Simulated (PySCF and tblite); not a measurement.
Values are calculated unless marked as measured or tabulated.
C7H5BrOS, numbered as in [CH2:1]=[CH:2][c:3]1[cH:4][c:5](=[S:6])[c:7]([Br:8])[cH:9][o:10]1.

Geometries GFN2-xTB; weights from PBE0-D3(BJ)/6-31G* energies and GFN2-xTB thermal corrections, with symmetry numbers and mirror pairs. Conformers within 2.5 kcal/mol (GFN2-xTB free energy) were kept, 4 at most. GIAO shieldings: PBE0/6-31G*. Shifts are against TMS (¹H), TMS (¹³C) at the same level; of two unlike H on one atom, a is the less shielded. Run with PySCF (density fitting) and tblite.

Q: List the conformer-averaged shifts at 298.15 K.

A: ¹H: 7.73 (H9, 1H), 6.98 (H4, 1H), 6.43 (H2, 1H), 6.35 (H1a, 1H), 5.79 (H1b, 1H) ppm. ¹³C: 191.6 (C5), 145.1 (C3), 140.7 (C7), 139.9 (C9), 125.0 (C2), 123.6 (C4), 120.4 (C1) ppm.

Q: How do the conformers differ?

A: Torsions listed: C1–C2–C3–O10.
```json
{"conformer": "1", "shape": "0°", "weight %": "95.6"}
{"conformer": "2", "shape": "180°", "weight %": "4.4"}
```

| signal | 1 | 2 | average |
| --- | --- | --- | --- |
| H1a | 6.35 | 6.22 | 6.35 |
| H1b | 5.78 | 5.91 | 5.79 |
| H2 | 6.44 | 6.38 | 6.43 |
| H4 | 6.95 | 7.59 | 6.98 |
| H9 | 7.73 | 7.66 | 7.73 |
| C1 | 120.5 | 118.5 | 120.4 |
| C2 | 125.0 | 123.9 | 125.0 |
| C3 | 145.1 | 146.4 | 145.1 |
| C4 | 123.8 | 118.1 | 123.6 |
| C5 | 191.7 | 190.1 | 191.6 |
| C7 | 140.7 | 141.6 | 140.7 |
| C9 | 139.9 | 140.0 | 139.9 |

Spin–orbit effects of the heavy atoms on shieldings are missing. At a carbon that bears Br the missing effect is some 10 ppm, beside I tens of ppm. Shifts are unscaled: against experiment ¹³C can be off by 15 ppm or more and ¹H by 0.8 ppm.
